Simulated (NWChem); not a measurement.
System: C$_{2}$H$_{7}$BO; SMILES B(C)OC

Output (shortened):

```
             Northwest Computational Chemistry Package (NWChem) 7.3.0
             --------------------------------------------------------

                             Geometry "geometry" -> ""
                             -------------------------

 Output coordinates in angstroms (scale by  1.889725989 to convert to a.u.)

  No.       Tag          Charge          X              Y              Z
 ---- ---------------- ---------- -------------- -------------- --------------
    1 B                    5.0000    -0.42975300     0.53321900     0.00176000
    2 H                    1.0000    -1.63213200     0.32348700     0.00343100
    3 C                    6.0000     0.15607100     1.98475400     0.00290200
    4 H                    1.0000    -0.21224300     2.53964100     0.88301200
    5 H                    1.0000    -0.21602300     2.54346100    -0.87316500
    6 H                    1.0000     1.25535100     2.01049200     0.00073400
    7 O                    8.0000     0.40429600    -0.52519200    -0.00016500
    8 C                    6.0000    -0.03847400    -1.85667900    -0.00127800
    9 H                    1.0000     0.34570200    -2.37076500    -0.89620600
   10 H                    1.0000     0.35597200    -2.37535300     0.88648200
   11 H                    1.0000    -1.13943400    -1.92117500     0.00481000

 Effective nuclear repulsion energy (a.u.)     114.2689376458

  xc_inp: hfexch multiplicative factor not found.

                                 NWChem DFT Module
                                 -----------------

 Summary of "ao basis" -> "ao basis" (spherical)
 ------------------------------------------------------------------------------
       Tag                 Description            Shells   Functions and Types
 ---------------- ------------------------------  ------  ---------------------
 B                           6-31g*                  6       14   3s2p1d
 H                           6-31g*                  2        2   2s
 C                           6-31g*                  6       14   3s2p1d
 O                           6-31g*                  6       14   3s2p1d

            General Information
            -------------------
          SCF calculation type: DFT
          Wavefunction type:  closed shell.
          No. of atoms     :    11
          No. of electrons :    32
           Alpha electrons :    16
            Beta electrons :    16
          Charge           :     0
          Spin multiplicity:     1
          Use of symmetry is: off; symmetry adaption is: off
          Maximum number of iterations: 150
          AO basis - number of functions:    70
                     number of shells:    38
          Convergence on energy requested:  1.00D-06
          Convergence on density requested:  1.00D-05
          Convergence on gradient requested:  5.00D-04

              XC Information
              --------------
                     Hartree-Fock (Exact) Exchange  1.000

      Superposition of Atomic Density Guess
      -------------------------------------

 Sum of atomic energies:        -178.08857680

      Non-variational initial energy
      ------------------------------

 Total energy =    -180.280856
 1-e energy   =    -466.126677
 2-e energy   =     171.576883
 HOMO         =      -0.352830
 LUMO         =       0.055211

     ---------------------------------------------
      Total Density - Mulliken Population Analysis
     ---------------------------------------------

[...]

                     NWChem Electrostatic Potential Fit Module
                     -----------------------------------------

 Atom parameters

 Number of atoms is                                   11
 Number of basis functions is                         70

 Grid parameters

 Maximum number of grid points is                  42781
 Number of grid points is                          42780
 Grid range                                     0.300000 nm
 Grid spacing                                   0.020000 nm
 Probe radius                                   0.070000 nm
 Atom radius factor                             1.000000

 Atomic radii

    1    0.100000
    5    0.158000
    6    0.147000
    8    0.136000
 FASTESP  F
  using M.O. file = ./job.movecs

    Atom              Coordinates                           Charge

                                                  ESP

    1 B    -0.042975    0.053322    0.000176    0.682710
    2 H    -0.163213    0.032349    0.000343   -0.219367
    3 C     0.015607    0.198475    0.000290   -0.428004
    4 H    -0.021224    0.253964    0.088301    0.073681
    5 H    -0.021602    0.254346   -0.087317    0.073315
    6 H     0.125535    0.201049    0.000073    0.084237
    7 O     0.040430   -0.052519   -0.000017   -0.522161
    8 C    -0.003847   -0.185668   -0.000128    0.264213
    9 H     0.034570   -0.237077   -0.089621    0.001530
   10 H     0.035597   -0.237535    0.088648    0.001434
   11 H    -0.113943   -0.192118    0.000481   -0.011587
                                            ------------
                                                0.000000

 Dipole moment                                  0.478950

 Quadrupole moment Qxx                         -6.250882
                   Qyy                          6.274395
                   Qzz                         -0.023514

 RMS deviation kJ/mol                           0.054400

 RRMS %                                        41.356538
```

Level: Hartree-Fock/6-31G* (spherical d). Coordinates come from a PBE0/def2-SVP optimisation.

Task: Reconstruct the input file.

Result: Several could match; the one computed here: the input that was run:
```
start job
memory heap 200 mb stack 900 mb global 1100 mb
geometry units angstroms noautosym nocenter noautoz
  B     -0.429753     0.533219     0.001760
  H     -1.632132     0.323487     0.003431
  C      0.156071     1.984754     0.002902
  H     -0.212243     2.539641     0.883012
  H     -0.216023     2.543461    -0.873165
  H      1.255351     2.010492     0.000734
  O      0.404296    -0.525192    -0.000165
  C     -0.038474    -1.856679    -0.001278
  H      0.345702    -2.370765    -0.896206
  H      0.355972    -2.375353     0.886482
  H     -1.139434    -1.921175     0.004810
end
basis spherical
  B library 6-31g*
  H library 6-31g*
  C library 6-31g*
  O library 6-31g*
end
dft
  xc hfexch
  iterations 150
  mulliken
end
task dft energy
esp
  recalculate
  probe 0.07
  range 0.3
  factor 1.0
  spacing 0.02
end
task esp
```
